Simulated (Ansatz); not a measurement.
One change: `OBCCl` becomes `OBCO`.

Ansatz, PBE0-D4/def2-TZVP geometries, multiplicity 1. Each molecule was computed in one conformer, which needn't be the lowest.

```tsv
property	`OBCCl`
zero-point energy (PBE0-D4/def2-TZVP) / kJ/mol	148.3
HOMO energy (B3LYP/def2-TZVPP) / eV	-8.32
size of the dipole moment (ωB97M-V/def2-TZVPP) / D	1.12
HOMO energy (PBE0/def2-TZVPP) / eV	-8.55
HOMO energy (ωB97M-V/def2-TZVPP) / eV	-10.84
HOMO–LUMO gap (B3LYP/def2-TZVPP) / eV	7.87
```

(1) What does the change do to each property? (An estimate is asked.)

Results:

(1) Computed: 
```csv
property,`OBCO`,shift
zero-point energy (PBE0-D4/def2-TZVP) / kJ/mol,183.1,34.8
HOMO energy (B3LYP/def2-TZVPP) / eV,-7.41,0.91
size of the dipole moment (ωB97M-V/def2-TZVPP) / D,3.03,1.91
HOMO energy (PBE0/def2-TZVPP) / eV,-7.67,0.88
HOMO energy (ωB97M-V/def2-TZVPP) / eV,-10.11,0.73
HOMO–LUMO gap (B3LYP/def2-TZVPP) / eV,7.04,-0.83
```

With PBE0 the HOMO rises by 0.88 eV and the LUMO rises by 0.10 eV, so the gap narrows by about 0.78 eV. PBE moves the HOMO by 1.16 eV and ωB97M-V by 0.73 eV. The zero-point energy changes by 34.8 kJ/mol with +3 modes. Dipoles are sizes alone; their direction can turn.

B3LYP here is the variant with VWN-RPA as its local correlation; programs differ in this.
